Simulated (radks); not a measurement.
Results of a calculation; reference values are marked as such.
Charge is removed step by step from the 4p down level of Tb2+, starting from [Ar] 3d10 4s2 4p(up 3, down 3) 4d10 4f9 5s2 5p6. Level of theory: scalar-relativistic Kohn-Sham, PBEsol, spin-polarised, spherical densities, point nucleus; open shells are filled with parallel spins first (spin-orbit coupling, left out, can overturn this in heavy ions) (a radial shooting solver on a logarithmic mesh with Libxc functionals).

| removed (e) | E - E(0) (eV) | eigenvalue (eV) | E minus straight line (eV) |
|---|---|---|---|
| 0 | 0.000 | -291.19 | 0.000 |
| 0.125 | 36.497 | -293.48 | -1.072 |
| 0.25 | 73.286 | -295.85 | -1.853 |
| 0.375 | 110.37 | -298.27 | -2.334 |
| 0.5 | 147.77 | -300.76 | -2.508 |
| 0.625 | 185.48 | -303.30 | -2.368 |
| 0.75 | 223.51 | -305.89 | -1.907 |
| 0.875 | 261.87 | -308.52 | -1.120 |
| 1 | 300.55 | -311.20 | 0.000 |

Removing the whole electron costs 300.55 eV by Delta-SCF, against 291.19 eV from minus the eigenvalue at the starting occupation. Slater's transition state (half an electron removed) gives 300.76 eV. Integrating minus the eigenvalue over the occupation (Janak's theorem) gives 300.90 eV. In this scalar-relativistic scheme the density is built from large components alone, so the theorem holds only approximately. The mean slope of the eigenvalue, de/dn, is 20.0 eV per electron.
